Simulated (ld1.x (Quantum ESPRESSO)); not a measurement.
**Which change was made? (Fe, TM)**

```json
{
 "Element": "iron (Fe)",
 "Generator": "ld1.x (Quantum ESPRESSO) 7.5",
 "Type": "norm-conserving Troullier–Martins (Kleinman–Bylander form)",
 "Functional": "PBE",
 "Relativity": "scalar-relativistic",
 "Frozen core": "[Ar]",
 "Valence charge": "8",
 "Reference configuration": "3d6 4s0.5 4p0 (charge +1.5)",
 "Partial waves": "4s (bound): rc 1.65 bohr; 4p (bound, empty): rc 2.40 bohr; 4f channel at 0.05 Ry: rc 2.60 bohr; 3d (bound): rc 1.20 bohr",
 "Local potential": "the d channel",
 "Core correction": "Bessel-smoothed model core inside 1.05 bohr"
}
```

Cutoffs, loose and tight: the cutoffs (Ry, on a coarse ladder) from which the occupation-weighted sum of valence levels, in a spherical-Bessel basis at the reference potential, stays within 10 and 1 mRy of its value at 400 Ry. They do not see the model core or the augmentation charge, which bear on the density cutoff. Test errors are all-electron minus pseudo excitation energies from the reference, over the configurations 3d6 4s2 4p0; 3d6 4s1 4p0; 3d6 4s0 4p0; 3d6 4s0 4p1; 3d6.5 4s1.5 4p0; 3d6 4s1.5 4p0; 3d7 4s1 4p0; variants that change the core or the reference have their own tests. The largest error is taken over the tests solved by every variant that gives reliable tests at all, those not shown here included: 3d6 4s0 4p0; 3d6 4s1.5 4p0; 3d6 4s2 4p0; 3d7 4s1 4p0.

The base gives: outcome: generated; cutoff, loose: 140 Ry; cutoff, tight: 200 Ry; bound ghosts: s, p; largest test error (meV): -49.

Q: After one change the result is: outcome: generated; cutoff, loose: 180 Ry; cutoff, tight: 230 Ry; bound ghosts: s, p; largest test error (meV): -43. Which change was it?
A. wave 4s (bound): rc 1.65 bohr becomes 4s (bound): rc 1.26 bohr
B. wave 3d (bound): rc 1.20 bohr becomes 3d (bound): rc 1.10 bohr
C. reference 3d6 4s1.5 4p0.5
D. local potential the p channel
E. all radii but the core radius scaled by about 1.26 (s 2.08, p 3.02, d 1.50, f 3.26 bohr)

A: B. The others give: wave 4s (bound): rc 1.65 bohr becomes 4s (bound): rc 1.26 bohr → outcome: generated; cutoff, loose: 160 Ry; cutoff, tight: 260 Ry; bound ghosts: p, s; largest test error (meV): -68 | all radii but the core radius scaled by about 1.26 (s 2.08, p 3.02, d 1.50, f 3.26 bohr) → outcome: generated; cutoff, loose: 110 Ry; cutoff, tight: 180 Ry; bound ghosts: s, p; largest test error (meV): -71 | reference 3d6 4s1.5 4p0.5 → outcome: generated; cutoff, loose: 140 Ry; cutoff, tight: 230 Ry; bound ghosts: s, p; largest test error (meV): -179 | local potential the p channel → outcome: generated; cutoff, loose: 140 Ry; cutoff, tight: 230 Ry; bound ghosts: s; largest test error (meV): -361.
